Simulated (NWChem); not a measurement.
C₂H₄ClNSi; SMILES Cl[Si@H]1C=NC1

```xyz
9

Cl    -0.0061    -1.9645    -0.2737
Si     0.0116    -0.0706     0.5660
C      1.0980     1.2958    -0.1219
N      0.1196     2.0883    -0.3828
C     -1.1085     1.3016    -0.1230
H      0.0468    -0.2646     2.0458
H      2.1424     1.6068    -0.2598
H     -1.8122     1.8325     0.5380
H     -1.6313     1.0832    -1.0673
```
Atoms are numbered in this order, from 1.

Level: PBE0/def2-SVP (NWChem), optimised geometry, unscaled harmonic frequencies. 

**Question.** List the harmonic frequencies with IR intensities, and the thermochemistry.

**Answer.** 
```json
[
 {"frequency (cm⁻¹)": "106", "IR intensity (km/mol)": "10.2"},
 {"frequency (cm⁻¹)": "185", "IR intensity (km/mol)": "4.5"},
 {"frequency (cm⁻¹)": "344", "IR intensity (km/mol)": "4.9"},
 {"frequency (cm⁻¹)": "458", "IR intensity (km/mol)": "10.9"},
 {"frequency (cm⁻¹)": "612", "IR intensity (km/mol)": "107.7"},
 {"frequency (cm⁻¹)": "639", "IR intensity (km/mol)": "8.9"},
 {"frequency (cm⁻¹)": "720", "IR intensity (km/mol)": "29.9"},
 {"frequency (cm⁻¹)": "745", "IR intensity (km/mol)": "69.9"},
 {"frequency (cm⁻¹)": "825", "IR intensity (km/mol)": "101.0"},
 {"frequency (cm⁻¹)": "856", "IR intensity (km/mol)": "41.5"},
 {"frequency (cm⁻¹)": "917", "IR intensity (km/mol)": "6.4"},
 {"frequency (cm⁻¹)": "978", "IR intensity (km/mol)": "17.6"},
 {"frequency (cm⁻¹)": "1136", "IR intensity (km/mol)": "8.8"},
 {"frequency (cm⁻¹)": "1181", "IR intensity (km/mol)": "3.0"},
 {"frequency (cm⁻¹)": "1271", "IR intensity (km/mol)": "10.2"},
 {"frequency (cm⁻¹)": "1417", "IR intensity (km/mol)": "4.1"},
 {"frequency (cm⁻¹)": "1648", "IR intensity (km/mol)": "11.4"},
 {"frequency (cm⁻¹)": "2232", "IR intensity (km/mol)": "120.0"},
 {"frequency (cm⁻¹)": "3090", "IR intensity (km/mol)": "8.0"},
 {"frequency (cm⁻¹)": "3151", "IR intensity (km/mol)": "1.5"},
 {"frequency (cm⁻¹)": "3171", "IR intensity (km/mol)": "13.1"}
]
```

```yaml
zero_point_energy: 36.7 kcal/mol
thermal correction to the enthalpy at 298.15 K (with zero-point energy): 40.8 kcal/mol
heat capacity Cv: 19.0 cal/(mol K)
entropy at 298.15 K and 1 atm (symmetry number 1): 76.3 cal/(mol K)
dipole_moment: 0.89 D
```

Rigid rotor and harmonic oscillator.
